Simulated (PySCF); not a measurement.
**Question.** What does the GFN2-xTB structure of `C=C1C=CC(OC)=C1F` look like in three dimensions?

**Answer.** 
```xyz
16
C7H7FO angstrom
C      2.644   -0.581    0.677
C      1.555   -0.039    0.128
C      1.486    1.050   -0.847
C      0.197    1.287   -1.135
C     -0.652    0.370   -0.369
O     -1.991    0.427   -0.500
C     -2.741   -0.488    0.270
C      0.168   -0.409    0.374
F     -0.164   -1.401    1.237
H      3.631   -0.233    0.426
H      2.569   -1.386    1.390
H      2.350    1.550   -1.240
H     -0.211    2.016   -1.808
H     -3.786   -0.297    0.033
H     -2.488   -1.521    0.013
H     -2.572   -0.337    1.339
```

Any rigid rotation of these coordinates is as good. Atoms count from 1 in this order. O6 (ether oxygen) is bent (angle 116.6°). Of the pairs four or more bonds apart, C7···F9 is among the closest relative to their van der Waals radii: 2.90 Å, 91 % of the sum of Bondi's values. The 6 C–C bonds span 1.335 Å (C1=C2, drawn double) to 1.466 Å (C4–C5, drawn single), a spread of 0.131 Å. The 9 heavy atoms lie in one plane (0.000 Å rms).

Bonds between heavy atoms (Å): C1=C2 1.335, C2–C3 1.464, C3=C4 1.341, C4–C5 1.466, C5–O6 1.346, O6–C7 1.412, C5=C8 1.353, C8–F9 1.356, C2–C8 1.456.

The geometry is computed with GFN2-xTB (gas phase).

Point group: Cs (tolerance 0.08 Å). Whether it is a minimum is left open (no frequencies). The numbers are those of one conformer (C4–C5–O6–C7 180°).
